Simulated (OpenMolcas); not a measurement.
GaCl (SMILES [Cl][Ga]): methods side by side

GaCl: 2 atoms, total charge 0, spin state singlet. SMILES: `[Cl][Ga]`. Geometry: relaxed at PBE0-D4/def2-TZVP.

```xyz
2

Cl    0.0000    0.0000   -0.0236
Ga    0.0000    0.0000    2.1922
```

Each level gives the dipole moment (D). The values are calculated.

```csv
level,kind,program,value (D),CPU time
HF/cc-pVTZ,Hartree–Fock,OpenMolcas,2.39,10 s
BLYP/cc-pVTZ,GGA,OpenMolcas,2.25,20 s
revPBE/cc-pVTZ,GGA,OpenMolcas,2.16,20 s
TPSS/cc-pVTZ,meta-GGA,OpenMolcas,2.19,25 s
B3LYP/cc-pVTZ,global hybrid,OpenMolcas,2.39,21 s
BHLYP/cc-pVTZ,global hybrid,OpenMolcas,2.50,20 s
M06-2X/cc-pVTZ,hybrid meta-GGA,OpenMolcas,2.28,28 s
PBE0/cc-pVTZ,global hybrid,OpenMolcas,2.34,21 s
```

All-electron rows without a relativistic Hamiltonian named are non-relativistic. The values span 2.16 to 2.50 D. Times are those of the runs behind each value, whatever else they computed, on shared processors of several kinds: orders of magnitude only.
